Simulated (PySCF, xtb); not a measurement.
Zn(Cl)(SeH) (ClHSeZn), SMILES [Cl][Zn][SeH]. The values are those of a single conformer.

Harmonic wavenumbers (cm⁻¹) from GFN2-xTB (xtb) at its own minimum, in rising order: 46, 125, 187, 303, 509, 2104.

### Question
What does PBE0-D3(BJ)/def2-SVP in PySCF give at its own minimum? (An estimate is asked for; the answer gives what the named calculation found.)

### Answer
82, 87, 253, 458, 583, 2443. Paired by order, the mean absolute difference is 118 cm⁻¹ and the zero-point energies are 4.7 and 5.6 kcal/mol.
